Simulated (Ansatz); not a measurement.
Total energies of Cu₂Se from Ansatz at PBE-D4/def2-TZVP, gas phase (1 Eh = 27.2114 eV = 2625.5 kJ/mol). The reference geometry is relaxed at PBE0-D4/def2-TZVP.

Cartesian coordinates in Å:
```
Cu -0.254 1.044 0.959
Cu -0.715 -1.220 -0.275
Se 0.969 0.176 -0.684
```

```
                 state                      geometry  energy (Eh)
      charge 0 singlet                     reference  -5681.82854
      charge 1 doublet                     reference  -5681.54833
      charge 0 triplet  relaxed at PBE0-D4/def2-TZVP  -5681.78456
      charge 0 quintet  relaxed at PBE0-D4/def2-TZVP  -5681.69942
free Cu atom (doublet)                             –  -1640.24447
free Se atom (triplet)                             –  -2401.12489
```

**Question.** Work out the vertical ionisation energy to the doublet.

**Answer.** E(charge 1 doublet) − E(charge 0 singlet) = -5681.54833 − (-5681.82854) = 0.28021 Eh = 7.62 eV. For comparison, −ε of the highest occupied level is 4.70 eV at this level, 2.92 eV less.

**Question.** Which of the charge 0 states is lowest, and how far above it are the others?

**Answer.** The singlet. triplet: -5681.78456 − (-5681.82854) = 0.04398 Eh = 115.5 kJ/mol; quintet: -5681.69942 − (-5681.82854) = 0.12912 Eh = 339.0 kJ/mol.

**Question.** What is the binding energy per atom against free atoms?

**Answer.** Atoms: 2 × (-1640.24447) + 1 × (-2401.12489) = -5681.61383 Eh. Binding: -5681.61383 − (-5681.82854) = 0.21471 Eh = 5.84 eV, or 1.95 eV for each of 3 atoms (no zero-point energy, no counterpoise term).

The structure comes from a short search, and lower isomers may exist.
